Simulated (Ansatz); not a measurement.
Ga7N7, a nanocrystal cut from zinc blende GaN (bare), relaxed as a singlet with RKS r2SCAN-D4/def2-SVP in Ansatz, starting from the GFN2-xTB geometry. Force threshold 0.03 eV/Å.

The restricted singlet is unstable towards broken spin symmetry at other levels; at r2SCAN-D4/def2-SVP this wasn't settled. At PBE0-D4/def2-TZVP a triplet of charge 0 lies 1.19 eV below the restricted singlet at the same geometry.

Start:

```csv
atom,x (Å),y (Å),z (Å)
N1,-2.333,-1.652,0.719
N2,1.120,2.769,0.412
N3,-1.379,1.066,-0.749
N4,0.165,0.049,1.894
N5,0.668,-2.826,0.496
N6,1.614,-0.109,-0.984
N7,-0.872,-1.808,-2.159
Ga8,0.864,1.784,2.066
Ga9,-1.487,-0.015,0.865
Ga10,-0.983,-2.439,-0.367
Ga11,-0.614,2.758,-0.463
Ga12,2.248,1.633,-0.686
Ga13,-0.195,-0.152,-1.700
Ga14,1.182,-1.058,0.658
```

**Question.** Estimate the energy that the relaxation releases and the steps that it takes.

**Answer.** 8.0 kcal/mol, in 4 steps; 23 s on 2 threads of AMD EPYC 7R13 on a shared host and a share (18 GiB) of an NVIDIA H100 80GB HBM3. No frequencies were taken in this run, so the end may be a saddle point.

**Question.** Does the start keep its bonding and symmetry?

**Answer.** By distances, no bond broke or formed. The bond that changes most is N4–Ga8, from 1.88 to 1.82 Å (atoms count from 1). Point group C3v at the start, C3v at the end, both within 0.05 Å.

**Question.** Predict the relaxed structure.

**Answer.** 
```xyz
14

N    -2.304   -1.675    0.699
N     1.181    2.925    0.437
N    -1.355    1.096   -0.743
N     0.178    0.084    1.886
N     0.630   -2.825    0.474
N     1.623   -0.072   -0.974
N    -0.882   -1.828   -2.119
Ga    0.850    1.778    1.957
Ga   -1.483   -0.045    0.848
Ga   -1.011   -2.505   -0.375
Ga   -0.537    2.694   -0.420
Ga    2.155    1.637   -0.627
Ga   -0.203   -0.183   -1.686
Ga    1.157   -1.080    0.644
```
Bond lengths (bridged metal pairs left out): 18 × Ga–N 1.82 to 1.96 Å.
